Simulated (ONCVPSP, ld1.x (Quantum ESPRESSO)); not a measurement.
## Potentials for titanium (Ti) compared

Generated with ld1.x 7.5 (TM, RRKJ, ultrasoft, PAW), atompaw 4.2 or ONCVPSP 4.0.1. The cutoff is in Ry: for ld1.x and atompaw files where the sum of valence levels is converged to 10 mRy in a Bessel basis, for ONCV files where the hardest occupied wave has 1 mHa per electron of residual kinetic energy. The error is the largest all-electron minus pseudo excitation energy over each file’s own four to seven test configurations (ionisations up to +4, promotions, holes and added fractions of an electron), all of which were solved. The labels leave out finer settings (local radius, basis sizes, second energies), which also bear on the numbers. Spin-polarised tests are not counted. The rows are a selection from randomly drawn settings: files with unsolved tests, undetermined cutoffs or missed reference levels are left out.

```tsv
potential	cutoff (Ry)	largest error (meV)	bound ghosts
TM semilocal, PBE, scalar-relativistic, rc 2.00/2.50/2.05 (spd), local s, core correction no, reference 3d1 4s0 4p0	50	+1341	none
ONCV, LDA (Perdew-Wang 92), scalar-relativistic, rc 1.75/1.10/1.70 (spd), local smoothed, core correction yes, reference 3s2 3p6 3d2 4s0.5, qcut 7.1/6/8.8, projectors 2/2/2	58	+1.3	none
ONCV, PBE, scalar-relativistic, rc 1.60/1.60/1.75 (spd), local p, core correction no, reference 3s2 3p6 3d2 4s2, qcut 8.1/8.3/8.5, projectors 2/0/2	60	+41	none
ONCV, revPBE, scalar-relativistic, rc 2.00/1.30/2.45 (spd), local smoothed, core correction yes, reference 3s2 3p6 3d2 4s1, qcut 6.3/8.2/7.3, projectors 2/1/2	39	-463	none
ONCV, Wu-Cohen, scalar-relativistic, rc 1.60/1.65/1.60 (spd), local d, core correction yes, reference 3s2 3p6 3d2 4s1, qcut 5.9/9.2/9.9, projectors 2/2/0	72	-251	none
TM semilocal, PBE, non-relativistic, rc 2.95/1.35/1.20 (spd), local d, core correction yes, reference 3p6 3d2 4s1 4p0	110	-82	none
TM, PBEsol, scalar-relativistic, rc 2.75/2.95/2.40 (spd), local s, core correction yes, reference 3d2 4s0 4p0	40	-166	none
ONCV, PBE, fully relativistic, rc 1.95/0.95/1.85 (spd), local smoothed, core correction yes, reference 3s2 3p6 3d2 4s2, qcut 5.5/7.7/7.6, projectors 2/2/3	68	+83	none
```

**Question.** Fill in the row for Ti: ONCV, PBE, scalar-relativistic, rc 1.85/2.10/2.65 (spd), local smoothed, core correction yes, reference 3s2 3p6 3d2 4s1.75 4p0.25, qcut 6.6/6.9/6.5, projectors 2/2/2.

**Answer.** cutoff 35 Ry, largest error -539 meV, bound ghosts: none.
